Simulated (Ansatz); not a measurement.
Start from `F[Si](F)(F)O[Si](Cl)(Cl)Cl` and change one atom or group to get `C=CO[Si](Cl)(Cl)Cl`.

Ansatz, PBE0-D4/def2-TZVP geometries, multiplicity 1. Each molecule was computed in one conformer, which needn't be the lowest.

```json
{"property": "HOMO–LUMO gap (PBE0/def2-TZVPP) / eV", "`F[Si](F)(F)O[Si](Cl)(Cl)Cl`": "9.32"}
{"property": "LUMO energy (PBE0/def2-TZVPP) / eV", "`F[Si](F)(F)O[Si](Cl)(Cl)Cl`": "-0.31"}
{"property": "size of the dipole moment (ωB97M-V/def2-TZVPP) / D", "`F[Si](F)(F)O[Si](Cl)(Cl)Cl`": "0.69"}
{"property": "HOMO–LUMO gap (ωB97M-V/def2-TZVPP) / eV", "`F[Si](F)(F)O[Si](Cl)(Cl)Cl`": "13.59"}
{"property": "LUMO energy (PBE/def2-TZVPP) / eV", "`F[Si](F)(F)O[Si](Cl)(Cl)Cl`": "-1.34"}
{"property": "HOMO energy (PBE0/def2-TZVPP) / eV", "`F[Si](F)(F)O[Si](Cl)(Cl)Cl`": "-9.63"}
```

Problem. Give the same properties after the change, and the shifts. (Best estimate.)

Solution. Computed: 
```
                                          property  `C=CO[Si](Cl)(Cl)Cl`  shift
              HOMO–LUMO gap (PBE0/def2-TZVPP) / eV                  7.57  -1.75
                LUMO energy (PBE0/def2-TZVPP) / eV                  0.00   0.31
size of the dipole moment (ωB97M-V/def2-TZVPP) / D                  1.27   0.58
           HOMO–LUMO gap (ωB97M-V/def2-TZVPP) / eV                 11.95  -1.64
                 LUMO energy (PBE/def2-TZVPP) / eV                 -1.03   0.31
                HOMO energy (PBE0/def2-TZVPP) / eV                 -7.57   2.06
```

With PBE0 the HOMO rises by 2.06 eV and the LUMO rises by 0.31 eV, so the gap narrows by about 1.75 eV. PBE moves the HOMO by 1.81 eV and ωB97M-V by 2.01 eV. Dipoles are sizes alone; their direction can turn.
